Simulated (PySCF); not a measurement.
# Cu: ionisation energy

Cu [Ar] 3d10 4s1 (2S) → Cu⁺ [Ar] 3d10 (1S), as a difference of total energies. Calculation: PySCF 2.14, in aug-cc-pVDZ-PP with ECP10MDF (5s5p4d2f, 54 functions); scalar relativity through the core potential. Correlated levels: valence: 3s2 3p6 frozen. The calculations carry no spin-orbit coupling.

| method | ionisation energy (eV) |
| --- | --- |
| UHF | 6.596 |
| M06-2X | 7.764 |
| TPSS | 8.166 |
| MP2 (valence) | 7.542 |
| SCS-MP2 (valence) | 7.392 |

Question: How much does correlation contribute at MP2 (valence)?

Answer: 7.542 − (6.596) = 0.946 eV, measured against UHF.

Errors of the correlated levels include the incompleteness of this basis and the frozen core.

For comparison: 7.726 eV (measured; NIST Atomic Spectra Database, ionization energies).
